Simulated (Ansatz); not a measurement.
Geometry optimisation, Ansatz 0.2.0, RKS PBE-D4/def2-SVP.

input.yaml

```yaml
crystal:
  periodic: [false, false, false]
  atoms:
    - { symbol: Si, position_ang: [-1.06022, 1.091073, 0.2728] }
    - { symbol: H, position_ang: [-1.232865, -0.294051, 0.642967] }
    - { symbol: Cl, position_ang: [-0.913266, 1.300494, -1.775159] }
    - { symbol: Cl, position_ang: [-2.701275, 2.179671, 0.903609] }
    - { symbol: Cl, position_ang: [0.608563, 1.91535, 1.164861] }
    - { symbol: H, position_ang: [-0.010368, -1.293212, -0.462446] }
    - { symbol: C, position_ang: [1.053179, -1.236438, -0.242131] }
    - { symbol: H, position_ang: [1.48284, -0.316394, -0.676894] }
    - { symbol: H, position_ang: [1.565279, -2.11369, -0.680257] }
    - { symbol: H, position_ang: [1.208134, -1.232904, 0.852552] }
basis:
  gaussian: { orbitals: def2-SVP }
hamiltonian:
  xc: pbe
  dispersion: d4
relax:
  f_tol: 0.03
  max_steps: 50
```

Launched with:

```bash
$ ansatz run input.yaml --threads 2 --pin off --max-ram 3072MiB --backend cpu --events-out ev --progress --plain --runs-dir out
```

Q: Where does it end, and by what steps?

A: The forces met the threshold. The force dipped under the threshold on the way, but the program's further checks kept it going. After 7 steps the energy has fallen by 0.186 eV; H6 moved furthest, 0.53 Å.

| step | energy less start (eV) | largest force component (eV/Å) | accepted |
| --- | --- | --- | --- |
| 0 | 0.0000 | 1.185 | yes |
| 1 | -0.1448 | 0.256 | yes |
| 2 | -0.1762 | 0.195 | yes |
| 3 | -0.1807 | 0.233 | yes |
| 4 | -0.1844 | 0.045 | yes |
| 5 | -0.1852 | 0.005 | yes |
| 6 | -0.1856 | 0.062 | yes |
| 7 | -0.1858 | 0.024 | yes |

```xyz
10
Properties=species:S:1:pos:R:3
Si -1.296 1.301 0.401
H -1.625 -0.070 0.879
Cl -1.095 1.297 -1.650
Cl -2.810 2.596 0.928
Cl 0.466 1.938 1.260
H 0.271 -1.589 -0.802
C 1.272 -1.414 -0.363
H 1.730 -0.532 -0.848
H 1.908 -2.303 -0.530
H 1.178 -1.225 0.723
```

Run time: 19 s on 2 threads of Arm Neoverse V1 (shared host), peak memory 0.15 GiB.
